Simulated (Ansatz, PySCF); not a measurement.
Species: sum formula SiHF, charge 0, multiplicity 1. 
Structure (B3LYP-D3(BJ)/def2-TZVP (Ansatz, an electronic-structure program) minimum search):
```xyz
3

Si    -0.2468    -0.3148     0.4521
H     -0.9813    -1.2112    -0.5591
F      0.4929     0.6243    -0.6411
```
Charge 0, spin multiplicity 1.

Wanted: atomisation energy (electronic, to ground-state atoms), in eV. Correlated levels leave the core frozen unless marked. UHF or UKS for open shells. Spin-orbit coupling is left out. Non-relativistic. The coupled-cluster limit lacks core correlation, which all-electron functionals hold. CBS(X,Y): correlation extrapolated as X^-3; Hartree-Fock from the larger set (for Q and 5 zeta extrapolated as (X+1)exp(-9√X)).

```json
[
 {"level": "BHLYP-D3(BJ)/def2-TZVPD", "program": "Ansatz + dftd3", "atomisation energy (eV)": "9.06", "minus last row": "-0.50"},
 {"level": "TPSSh-D4/def2-TZVPD", "program": "PySCF + dftd4", "atomisation energy (eV)": "9.42", "minus last row": "-0.14"},
 {"level": "MP2/cc-pV(Q+d)Z", "program": "Ansatz", "atomisation energy (eV)": "9.62", "minus last row": "0.06"},
 {"level": "SCS-MP2/STO-3G", "program": "Ansatz", "atomisation energy (eV)": "8.10", "minus last row": "-1.46"},
 {"level": "SCS-MP2/aug-cc-pV(Q+d)Z", "program": "Ansatz", "atomisation energy (eV)": "9.66", "minus last row": "0.10"},
 {"level": "SCS-MP2/cc-pV(5+d)Z", "program": "Ansatz", "atomisation energy (eV)": "9.69", "minus last row": "0.13"},
 {"level": "CCSD/def2-TZVPP", "program": "Ansatz", "atomisation energy (eV)": "9.08", "minus last row": "-0.48"},
 {"level": "CCSD(T)/aug-cc-pV(T+d)Z", "program": "Ansatz", "atomisation energy (eV)": "9.31", "minus last row": "-0.25"},
 {"level": "CCSD(T)/cc-pVTZ", "program": "Ansatz", "atomisation energy (eV)": "9.11", "minus last row": "-0.45"},
 {"level": "CCSD(T)/CBS(cc-pV(Q+d)Z,cc-pV(5+d)Z)", "program": "Ansatz", "atomisation energy (eV)": "9.56", "minus last row": "0.00"}
]
```

The Hartree-Fock reference is unstable (checked in the largest basis), which strains HF and MP2.
